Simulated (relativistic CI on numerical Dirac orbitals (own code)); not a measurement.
Ta⁺: resonant inelastic scattering at the O2,3 edge

Computed with this model: Dirac-Coulomb-Breit CI, orbitals from a KLI potential per configuration, QED by a radiative potential, valence Slater integrals scaled by 0.8, Kramers-Heisenberg scattering through one core-hole configuration in a parametric crystal field; configurations [Xe] 4f14 5d4 → [Kr] 4d10 4f14 5s2 5p5 5d5; 300 K; core-hole width 1.5 eV; summed over polarisations. Incident energies are the highest absorption maxima for each field (at most a few, so the weaker spin-orbit partner edge can be absent), on the computed scale of the free ion. Intensities are in per cent of the strongest line above 0.02 eV; levels within 1 cm⁻¹ are merged; final levels count from the ground level, the first row holds all elastic scattering, lines under 0.4 are left out and each table stops after 24 rows. The scale of the Slater integrals is a model choice and moves the terms in proportion. The configuration is assumed, with all valence electrons in the open shell; the free ion's ground configuration is another.

Field parameters in Wybourne normalisation: Oh B⁴₀ = 21Dq, B⁴₄ = √(5/14) B⁴₀. The field is a parameter set, without covalency.

S is read from ⟨S²⟩ = S(S + 1).

Oh, 10Dq = 4050 cm⁻¹:

| Final level (eV) | Degeneracy | Irrep | S | 36.3 eV | 39.4 eV | 40.7 eV |
| --- | --- | --- | --- | --- | --- | --- |
| 0.000 | 1 | A1 | 1.90 | 286.9 | 79.0 | 124.1 |
| 0.064 | 3 | T1 | 1.95 | 67.5 | 49.3 | 100.0 |
| 0.119 | 2 | E | 1.97 | 3.5 | 20.8 | 40.1 |
| 0.143 | 3 | T2 | 1.98 | 3.4 | 14.3 | 37.5 |
| 0.583 | 3 | T2 | 1.96 | 1.0 | 19.3 | 47.5 |
| 0.601 | 3 | T1 | 1.95 | 4.6 | 15.9 | 40.8 |
| 0.626 | 1 | A1 | 1.93 | 3.4 | 3.0 | 15.3 |
| 0.698 | 3 | T1 | 1.94 | 4.0 | 7.7 | 12.6 |
| 0.702 | 2 | E | 1.92 | 1.1 | 3.9 | 11.1 |
| 0.750 | 3 | T2 | 1.90 | 1.2 | 0.6 | 1.7 |
| 0.836 | 1 | A1 | 1.09 | 7.7 | 9.4 | 12.9 |
| 0.972 | 3 | T1 | 1.06 | 1.2 | 6.8 | 4.3 |
| 0.974 | 3 | T2 | 1.00 | 0.2 | 0.5 | 2.2 |
| 1.000 | 2 | E | 1.01 | 0.2 | 1.3 | 1.6 |
| 1.303 | 3 | T2 | 0.94 | 0.3 | 5.1 | 1.3 |
| 1.303 | 3 | T1 | 0.98 | 0.1 | 1.9 | 0.8 |
| 1.354 | 1 | A1 | 1.05 | 1.3 | 2.7 | 4.5 |
| 1.371 | 2 | E | 0.97 | 0.7 | 5.9 | 3.4 |
| 1.378 | 3 | T1 | 1.04 | 0.5 | 12.7 | 8.3 |
| 1.438 | 3 | T2 | 0.95 | 0.4 | 1.7 | 1.1 |
| 1.490 | 3 | T1 | 1.05 | 0.2 | 1.0 | 0.8 |
| 1.549 | 3 | T2 | 0.94 | 0.4 | 0.8 | 1.2 |
| 1.553 | 3 | T1 | 1.01 | 0.4 | 1.1 | 0.8 |
| 1.566 | 2 | E | 0.94 | 0.1 | 0.4 | 0.7 |

Oh, 10Dq = 9100 cm⁻¹:

```csv
Final level (eV),Degeneracy,Irrep,S,36.4 eV,47.1 eV
0.000,1,A1,1.64,666.3,84.5
0.095,3,T1,1.78,100.0,8.5
0.167,2,E,1.90,6.6,33.4
0.197,3,T2,1.93,8.2,25.5
0.234,1,A2,1.99,0.1,0.4
0.482,1,A1,1.44,17.5,1.7
0.534,3,T1,1.29,12.7,2.7
0.542,3,T2,1.05,0.1,4.8
0.581,2,E,1.12,1.3,2.0
1.060,3,T2,0.59,1.4,17.4
1.119,2,E,0.80,2.5,12.8
1.161,1,A1,1.63,10.4,30.9
1.199,3,T1,1.74,9.6,13.3
1.244,3,T2,1.89,0.4,4.2
1.270,3,T1,1.67,3.6,84.3
1.358,2,E,1.48,0.3,3.1
1.383,3,T2,1.67,0.6,8.3
1.426,3,T1,1.07,3.4,4.8
1.472,3,T2,1.03,2.1,5.9
1.519,1,A1,1.43,1.1,1.9
1.527,3,T1,1.29,1.0,2.0
1.607,3,T2,0.97,0.9,2.2
1.611,2,E,0.99,0.5,0.4
1.656,3,T2,1.05,3.8,2.2
```

For the first field the strongest loss at the lowest incident energy is the level at 0.06 eV (S = 1.95, against 1.91 in the thermal ground state). Levels of other spin, the first over 8 % at 0.84 eV, appear because spin-orbit coupling of the core hole, and in heavier ions of the valence shell too, mixes spins.
